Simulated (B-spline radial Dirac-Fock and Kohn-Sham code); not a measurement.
**I²⁺ 4s: cross section and angular parameters**

System: iodine as I²⁺, configuration 1s2 2s2 2p6 3s2 3p6 3d10 4s2 4p6 4d10 5s2 5p3; threshold 212.3 eV (orbital energy of the model). These are calculated numbers from a radial atomic solver; the model is Dirac-Hartree-Slater photoionisation with a Latter tail; cross sections with all multipoles, angular parameters from the dipole term and its interference with E2.

Input file task.json (cfg lists n, l and occupation; rrms is the nuclear radius in fm):

```json
{"items": [{
  "Z": 53,
  "q": 2,
  "cfg": [[1, 0, 2], [2, 0, 2], [2, 1, 6], [3, 0, 2], [3, 1, 6], [3, 2, 10], [4, 0, 2], [4, 1, 6], [4, 2, 10], [5, 0, 2], [5, 1, 3]],
  "A": 127,
  "rrms": 4.75,
  "do": "xps",
  "hv": [54.7, 69.2, 76.4, 77.3, 80, 200, 209.0, 218.0, 264.0, 324.0, 330.0, 400, 570.0, 800, 1040.0, 1450.0, 1790.0, 2280.0, 2290.0, 2984.4, 3250.0, 3640.0, 4200.0, 5414.7, 6000, 6320.0, 8047.8, 9470.0, 11300.0, 13800.0]
}]}
```

Launch: `python xray2_run.py task.json out`

```csv
hν (eV),σ (kb),β,γ
264,138,1.953,0.317
324,115,1.964,0.372
330,113,1.965,0.375
400,92.2,1.971,0.391
570,58.8,1.978,0.369
800,36.0,1.982,0.301
1040,?,?,?
1450,13.6,1.986,0.112
1790,9.48,1.987,0.040
2280,6.17,1.988,-0.034
2290,6.12,1.988,-0.035
2984.4,3.76,1.989,-0.091
3250,3.21,1.989,-0.101
3640,2.59,1.989,-0.108
4200,1.97,1.990,-0.102
5414.7,1.20,1.990,-0.046
6000,0.981,1.990,-0.005
6320,0.884,1.990,0.021
8047.8,0.540,1.990,0.179
9470,0.384,1.990,0.324
11300,0.264,1.990,0.519
13800,0.170,1.989,0.788
```

Question: Give the values at 1040 eV.

Answer: σ = 23.8 kb, β = 1.984, γ = 0.226. For an s subshell δ is negligible.
